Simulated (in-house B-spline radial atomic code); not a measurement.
How numerical settings move a run on Cl III (Cl2+), [Ne] 3s2 3p3. Computed with an all-electron radial atomic-structure program (B-spline basis): non-relativistic BLYP, spherical fractional occupations, point nucleus.

Command:
```bash
python run_scf.py task.json out
```
Settings of the sound reference run:
```
Z                17
electrons        15
configuration    [Ne] 3s2 3p3
hamiltonian      nr
method           b88,lyp
spin_polarised   False
knot_spacing     0.22
spline_order     8
gauss_points     12
box_radius       22.22
max_iterations   70
damping          0.5
damped_steps     3
diis_vectors     10
tolerance        1e-08
start            Thomas-Fermi
```

Cost of the run: 0.2 s on 1 thread of Arm Neoverse N1 (shared host).

It converges in 9 iterations to -458.721988 hartree, with 3p at -31.5456 eV. The other runs change the listed settings, some to values that make no sense; their results aren't properties of the atom or ion. Radii are in bohr (the nuclear one in fm), a minus after a letter asks for a j subshell, and «unchanged» means within 1e-8 hartree. The run stops when the residual is below 10 × tolerance × max(1, Z/10), or a noise floor if that is larger, and the energy moves by less than 1e-8 × √|E| hartree; so very loose and very tight tolerances often act alike.

| changed settings | outcome |
| --- | --- |
| first_knot = 5.88e-05, max_iterations = 8 | converged in 8 iterations, energy +2.04e-07 hartree from the reference, 3p level +4.5e-06 eV |
| spline_order = 5 | converged in 9 iterations, energy +3.86e-06 hartree from the reference, 3p level +9.3e-07 eV |
| first_knot = 0.000588, max_iterations = 75, damping = 0.2, damped_steps = 1 | converged in 8 iterations, energy -6.56e-07 hartree from the reference, 3p level -6.9e-06 eV |
| gauss_points = 16 | converged in 9 iterations, energy unchanged |
| gauss_points = 4 | converged in 9 iterations, energy -1.51e-07 hartree from the reference, 3p level -2.8e-07 eV |
| spline_order = 3, max_iterations = 8, damped_steps = 0 | converged in 7 iterations, energy +8.61e-03 hartree from the reference, 3p level -1.5e-03 eV |
| spline_order = 10 | converged in 9 iterations, energy -5.28e-08 hartree from the reference, 3p level -2.5e-06 eV |
| electrons = 18, configuration = [Ne] 3s2 3p3 4s3, max_iterations = 50 | stopped with error: shell 4s holds at most 2 electrons |
| knot_spacing = 1, spline_order = 3, max_iterations = 3, start = bare nucleus | not converged after 3 iterations, last residual 3.7e-01, last energy +6.65e+00 hartree from the reference |
| electrons = 23, configuration = [Ne] 3s2 3p3 5s2 5p6, max_iterations = 60 | converged in 15 iterations to -458.1731 hartree, a different physical problem (warning: 5s has a positive eigenvalue: unbound, held by the box) |
| spline_order = 7 | converged in 9 iterations, energy +1.24e-08 hartree from the reference, 3p level -2.6e-06 eV |
| spline_order = 6 | converged in 9 iterations, energy -4.95e-07 hartree from the reference, 3p level -6.7e-06 eV |

Problem. What happens with spline_order = 4?

Solution. Converged in 9 iterations, energy +1.20e-04 hartree from the reference, 3p level -5.3e-05 eV.

Problem. What happens with gauss_points = 3?

Solution. Converged in 9 iterations, energy -1.17e+05 hartree from the reference, 3p level +6.3e+00 eV.

Problem. What happens with hamiltonian = dirac, method = hf, spin_polarised = True, nucleus = fermi, rms_radius = 3.3654, mass_number = 35, atomic_mass = 34.96885, speed_of_light = 137.036?

Solution. Stopped with error: spin polarisation is not served with the Dirac Hamiltonian.

Problem. What happens with knot_spacing = 1.4, spline_order = 4, max_iterations = 50, damping = 0.8, diis_vectors = 2?

Solution. Converged in 9 iterations, energy +1.40e+01 hartree from the reference, 3p level -2.0e+00 eV.
